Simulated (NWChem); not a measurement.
# CuH₂OCl; SMILES [OH2]->[Cu][Cl]

```xyz
5

Cu     0.0230     0.2444     0.0000
Cl    -0.0365    -1.8113     0.0000
O      0.0191     2.1024     0.0000
H      0.4336     2.5108     0.7805
H      0.4336     2.5108    -0.7805
```
Atoms are numbered in this order, from 1.

Results from NWChem. Structure relaxed at the B3LYP/6-31G* (spherical d) level. GIAO values for the isolated, static molecule; σ is the absolute isotropic shielding, δ = σ(reference) − σ with the isolated reference molecule computed at the same levels (1H: tetramethylsilane, 17O: water).

For level PBE/pcSseg-1:

```
Item         Result
-----------  ------
σ Cu1 (ppm)   472.5
δ O3 (ppm)    -14.7
```

How do the values read with level KT2/pcSseg-1 instead?


- σ Cu1 (ppm) = 537.6
- δ O3 (ppm) = -17.8
